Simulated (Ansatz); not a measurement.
`[Cl][GeH2][GeH2][Cl]` and `[Cl][GeH2][GeH3]` differ in one atom or group.

Ansatz, PBE0-D4/def2-TZVP geometries, multiplicity 1. Each molecule was computed in one conformer, which needn't be the lowest.

Scalar relativity is left out up to krypton.

```
                               property  `[Cl][GeH2][GeH2][Cl]`
     LUMO energy (PBE0/def2-TZVPP) / eV                   -1.18
    LUMO energy (B3LYP/def2-TZVPP) / eV                   -1.39
     HOMO energy (PBE0/def2-TZVPP) / eV                   -8.15
   HOMO–LUMO gap (PBE0/def2-TZVPP) / eV                    6.96
  HOMO energy (ωB97M-V/def2-TZVPP) / eV                  -10.18
HOMO–LUMO gap (ωB97M-V/def2-TZVPP) / eV                   10.90
```

Task: What does the change do to each property? (Best estimate.)

Result: Computed: 
| property | `[Cl][GeH2][GeH3]` | shift |
| --- | --- | --- |
| LUMO energy (PBE0/def2-TZVPP) / eV | -0.57 | 0.61 |
| LUMO energy (B3LYP/def2-TZVPP) / eV | -0.80 | 0.59 |
| HOMO energy (PBE0/def2-TZVPP) / eV | -8.09 | 0.06 |
| HOMO–LUMO gap (PBE0/def2-TZVPP) / eV | 7.52 | 0.56 |
| HOMO energy (ωB97M-V/def2-TZVPP) / eV | -10.14 | 0.04 |
| HOMO–LUMO gap (ωB97M-V/def2-TZVPP) / eV | 11.47 | 0.57 |

With PBE0 the HOMO rises by 0.06 eV and the LUMO rises by 0.61 eV, so the gap widens by about 0.55 eV. PBE moves the HOMO by 0.04 eV and ωB97M-V by 0.04 eV.

Positive LUMOs are unbound, so they and the gaps depend on the basis.

B3LYP here is the variant with VWN-RPA as its local correlation; programs differ in this.
